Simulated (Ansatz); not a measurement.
A made-up structure of CH2NSe (charge -1), closed shell:

```xyz
5
angstrom
N -1.1742 -0.2313 0.1806
C 0.0862 0.3924 -0.1040
Se 2.0314 -0.4144 -0.1156
H -0.9806 -1.3334 0.4264
H 0.0372 1.5867 -0.3874
```

It is relaxed with PBE-D4/def2-SVPD and then PBE0-D4/def2-TZVPD (Ansatz 0.2.0). Atoms count as bonded within 1.22 times the sum of their covalent radii (H–H: 0.88 Å). The end point is not checked to be a true minimum.

Problem. Does its bonding change? (A judgement: the text doesn't fix the answer.)

Solution. By the calculation: No: no bond forms or breaks.

Where it ends: The first stage lowers the energy by 1.17 eV in 5 steps. It ends as CH₂NSe ([NH][CH][Se]), total charge -1:
N1  (-1.048, -0.206, 0.161)
C2  (0.077, 0.350, -0.093)
Se3  (1.814, -0.370, -0.103)
H4  (-0.876, -1.190, 0.381)
H5  (0.033, 1.417, -0.346)
(Å)

Labels in which every atom is bracketed show which atoms are joined, not bond orders.

For scale, one of the runs: PBE0-D4/def2-TZVPD relaxation, 149 basis functions, launched by `ansatz run in.yaml --threads 2 --pin off --events-out ev --progress --plain --max-ram 4352MiB`. The run took about 23 s on 2 CPU threads of an Arm Neoverse V1 (shared host).
